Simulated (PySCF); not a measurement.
How methods differ on the excitation energy of Tc

Tc [Kr] 4d5 5s2 (6S) → Tc [Kr] 4d5 5s1 5p1 (8P), as a difference of total energies. All numbers are calculated (PySCF 2.14, scalar relativity through the core potential, in def2-TZVPPD with the def2 core potential (28 electrons) (6s4p3d2f1g, 56 functions)). Correlated levels: valence: 4s2 4p6 frozen; valence and next inner shell: nothing frozen outside the core potential. The calculations carry no spin-orbit coupling.

```tsv
method	excitation energy (eV)	error (eV)
UHF	0.806	-1.306
LDA	2.336	+0.224
PBE	2.042	-0.070
PBE0	1.851	-0.261
r2SCAN	1.677	-0.435
M06-L	2.852	+0.740
TPSSh	1.926	-0.186
B2PLYP	2.326	+0.214
MP2 (valence)	1.778	-0.334
SCS-MP2 (valence)	2.128	+0.016
MP2 (valence and next inner shell)	1.925	-0.187
SCS-MP2 (valence and next inner shell)	2.164	+0.052
```

Reference: 2.112 eV (measured; NIST levels, between the centres of gravity of the two terms).

Errors of the correlated levels include the incompleteness of this basis and the frozen core.
